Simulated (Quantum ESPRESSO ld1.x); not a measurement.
Radial electron density D(r) = 4 pi r^2 rho(r) of an atom or ion with 13 electrons. All-electron calculation, Dirac Kohn-Sham, relativistic LDA (MacDonald-Vosko exchange, VWN5 correlation), spin-unpolarised, spherical densities, point nucleus. Program: ld1.x of Quantum ESPRESSO 7.5.

r (bohr)  D(r) (e/bohr)
0.003457          4.095
0.003867          4.942
0.004325          5.944
0.004838          7.121
0.005411          8.496
0.006004          9.966
0.006715          11.78
0.007511          13.83
0.008401          16.14
0.009322          18.51
0.01043           21.29
0.01166           24.26
0.01305           27.37
0.01459           30.54
0.01619           33.43
0.01811           36.38
0.02026           39.01
0.02266           41.15
0.02534           42.65
0.02812           43.37
0.03145           43.35
0.03518           42.52
0.03935           41.01
0.04401           39.05
0.04883           37.13
0.05462           35.38
0.06109           34.38
0.06833           34.49
0.07643           35.89
0.08481           38.28
0.09486           41.63
0.1061            45.11
0.1187            47.81
0.1327            48.83
0.1473            47.67
0.1647            43.96
0.1843            38.03
0.2061            30.80
0.2305            23.51
0.2558            17.72
0.2861            13.30
0.32              10.87
0.358             9.927
0.3972            9.595
0.4443            9.033
0.4969            7.824
0.5558            6.025
0.6217            4.045
0.6898            2.440
0.7716            1.207
0.863            0.4991
0.9653           0.1695
1.08            0.04639
1.198           0.01126
1.34           0.001904
1.499         0.0002411

What is the nuclear charge?

Answer. Z = 35. The innermost maximum, from 1s, lies near gamma/Z bohr with gamma = sqrt(1 - (Z/c)^2) = 0.967, here 0.0276 bohr (found: 0.0297), and its height grows with Z. The density is that of the bromine ion Br22+ in [Ne] 3s2 3p1; the configuration itself is not fixed sharply by these data, and Z only to about a unit. D(r) has 2 maxima, at r = 0.0297, 0.133 bohr, and minima at 0.0641 bohr, inside which lie 2.12 electrons.
